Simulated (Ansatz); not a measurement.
Species, as SMILES: [Cl][GeH][Cl], doublet.
Atoms: Ge1, Cl2, Cl3, H4. Bonds: Ge1-Cl2, Ge1-Cl3, Ge1-H4.

Basis-set convergence of the optimised Ge1-H4 bond length at PBE with Ansatz (a program for electronic structure). Cartesian d functions, on some or all atoms, in 3-21G, 6-31G*, 6-31G**, 6-311G**; all else is spherical. The program fits the integrals of some runs and decomposes those of others, by size. Open shells are unrestricted. No added dispersion term, no relativity. Reference: the value in pcseg-3, 1.5723 Å, itself unsure by roughly 0.0015 Å (its distance from cc-pV(Q+d)Z). Deviations are taken from unrounded values.

```tsv
basis	functions	optimised Ge1-H4 bond length (Å)	minus reference (Å)
STO-3G	37	1.3973	-0.1750
pcseg-0	50	1.5771	0.0047
3-21G	51	1.5844	0.0121
def2-SV(P)	70	1.5877	0.0154
6-31G*	75	1.5829	0.0106
6-31G**	78	1.5750	0.0027
cc-pV(D+d)Z	78	1.5825	0.0102
aug-pcseg-1	99	1.5769	0.0046
def2-SVPD	100	1.5775	0.0052
6-311G**	104	1.5726	0.0003
aug-cc-pV(D+d)Z	109	1.5801	0.0078
cc-pV(T+d)Z	135	1.5736	0.0013
def2-TZVPP	146	1.5744	0.0021
def2-TZVPD	155	1.5745	0.0022
def2-TZVPPD	173	1.5739	0.0016
aug-pcseg-2	182	1.5730	0.0007
cc-pV(Q+d)Z	226	1.5709	-0.0015
pcseg-3	229	1.5723	0.0000
```
